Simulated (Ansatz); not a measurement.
Program: Ansatz. Geometries: PBE0-D4/def2-TZVP. ΔE: electronic, gas phase. CCSD(T)/CBS is the MP2 limit (def2-TZVPP, def2-QZVPP) plus CCSD(T) − MP2 in def2-TZVPP, frozen cores. DFT in def2-TZVPP. Open shells (•) are unrestricted, without spin–orbit coupling. Spin–orbit coupling would lower the free atoms: clearly for Br. For Br outer-core shells are correlated without core-valence functions, so the limit isn't a true one: a few kJ/mol of doubt a bond, and 10 to 20 or more in all where bonds break to atoms. Scalar relativity is left out up to krypton.

Consider the homolysis of the Br–Si bond: `F[Si](Cl)(Br)Br` → Br• + `F[Si](Cl)Br`•.

`F[Si](Cl)(Br)Br`:

Cartesian coordinates in Å:
```
F 0.299 1.040 1.259
Si -0.005 0.042 0.076
Cl -1.600 -1.078 0.599
Br 1.751 -1.218 -0.223
Br -0.445 1.214 -1.711
```

`F[Si](Cl)Br`•:

```xyz
4

F    -1.300    0.333   -0.874
Si   -0.368   -0.073    0.349
Cl    0.801    1.538    0.795
Br    0.867   -1.798   -0.269
```

```tsv
level	ΔE (eV)
BHLYP	3.86
LC-ωPBE	4.03
SCS-MP2/def2-TZVPP	4.24
MP2/CBS(def2)	4.61
```

Problem. What does CCSD(T)/CBS give? (Estimate.)

Solution. Computed: +4.38 eV. The listed levels differ from it by -0.52, -0.35, -0.14, 0.23 eV.

Largest T1 diagnostic among the species: 0.011.

From BLYP to BHLYP (50 % exact exchange), in def2-TZVPP and without D4, ΔE moves by +0.16 eV. At CCSD(T), def2-SVP lies −0.47 eV from the extrapolated value and def2-TZVPP −0.23 eV: correlation converges slowly with the basis, and small sets miss more of it in the bonded molecule than in its fragments. Leaving LDA and LC-ωPBE aside and taking each functional with its dispersion term where it has one, the values, not all of them listed here, spread over 0.33 eV, from BLYP-D4 to PBE-QIDH. LDA lies +0.68 eV from PBE without D4, its usual overbinding.

CCSD(T)/CBS has its own doubt, a few kJ/mol and more with outer-core shells, so smaller differences from it don't rank the levels.
